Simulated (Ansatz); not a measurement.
The inner images of a band of AlCl2F + H2 (6 atoms, charge 0, multiplicity 1) are given out of order.

Method: RKS B3LYP/def2-mTZVP (Ansatz 0.2.0).

Initial state:

```xyz
6
Properties=species:S:1:pos:R:3
Al 0.002 0.304 0.031
F 0.001 0.761 1.609
Cl 1.818 0.130 -0.973
Cl -1.815 0.059 -0.955
H 0.072 -2.333 0.775
H 0.057 -2.004 1.443
```

Final state:

```xyz
6
Properties=species:S:1:pos:R:3
Al 0.022 -0.613 -0.319
F 0.021 -0.097 1.726
Cl 1.808 0.348 -0.914
Cl -1.809 0.267 -0.898
H 0.058 -2.140 0.046
H 0.036 -0.848 2.291
```

Problem. Put them in order from the first end to the last, with their energies above the first end.
A.
```xyz
6
Properties=species:S:1:pos:R:3
Al 0.017 -0.264 -0.033
F 0.020 0.102 1.691
Cl 1.825 0.152 -0.996
Cl -1.815 0.092 -0.974
H 0.048 -1.872 0.782
H 0.041 -1.294 1.462
```
B.
```xyz
6
Properties=species:S:1:pos:R:3
Al 0.020 -0.488 -0.208
F 0.021 -0.071 1.778
Cl 1.826 0.263 -0.973
Cl -1.822 0.193 -0.954
H 0.051 -1.945 0.467
H 0.039 -1.036 1.822
```
C.
```xyz
6
Properties=species:S:1:pos:R:3
Al 0.010 0.061 0.075
F 0.010 0.448 1.680
Cl 1.815 0.094 -0.972
Cl -1.806 0.019 -0.954
H 0.056 -2.049 0.731
H 0.051 -1.657 1.371
```
D.
```xyz
6
Properties=species:S:1:pos:R:3
Al 0.013 -0.095 0.037
F 0.015 0.259 1.675
Cl 1.818 0.129 -0.989
Cl -1.810 0.060 -0.969
H 0.053 -1.950 0.782
H 0.046 -1.487 1.395
```
E.
```xyz
6
Properties=species:S:1:pos:R:3
Al 0.021 -0.554 -0.271
F 0.020 -0.080 1.752
Cl 1.815 0.316 -0.955
Cl -1.814 0.241 -0.937
H 0.054 -2.039 0.266
H 0.039 -0.968 2.075
```
F.
```xyz
6
Properties=species:S:1:pos:R:3
Al 0.018 -0.383 -0.115
F 0.022 -0.040 1.749
Cl 1.830 0.199 -0.985
Cl -1.822 0.135 -0.964
H 0.049 -1.878 0.661
H 0.039 -1.117 1.585
```
G.
```xyz
6
Properties=species:S:1:pos:R:3
Al 0.006 0.186 0.078
F 0.004 0.657 1.654
Cl 1.818 0.072 -0.947
Cl -1.809 -0.004 -0.929
H 0.063 -2.158 0.701
H 0.053 -1.836 1.375
```

Solution. G (+0.4 kJ/mol), C (+6.4 kJ/mol), D (+32.9 kJ/mol), A (+99.8 kJ/mol), F (+146.4 kJ/mol), B (+133.8 kJ/mol), E (+123.4 kJ/mol).

Run time: 2.3 min on 2 threads of Arm Neoverse V1, on a shared host, peak memory 0.18 GiB.
